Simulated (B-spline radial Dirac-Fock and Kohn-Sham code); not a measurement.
## Total and shell-resolved photoionisation of Zn²⁵⁺

System: Zn²⁵⁺ in the configuration [He] 2s2 2p1.

Calculated with a radial finite-basis atomic code, using the independent-particle Dirac-Slater model, thresholds from Dirac-Fock.

Computed thresholds (eV): K 11364.3, L1 2549.0, L2 2494.8, L3 2465.9.

```tsv
photon energy (eV)	total (b)	K (%)	L (%)
3010	41780	–	100.0
4460	16570	–	100.0
6000	8030	–	100.0
12000	15620	91.2	8.8
22162.9	2961	91.0	9.0
25200	2063	90.9	9.1
29500	1317	90.8	9.2
59900	165.2	90.4	9.6
80000	69.24	90.3	9.7
100000	35.21	90.2	9.8
```

Problem. With what power of the photon energy does the total fall between 80000 and 100000 eV?

Solution. As E^-3.03. The non-relativistic Born limit for an s electron far above threshold is E^-3.5; near threshold and at relativistic energies the fall is slower.
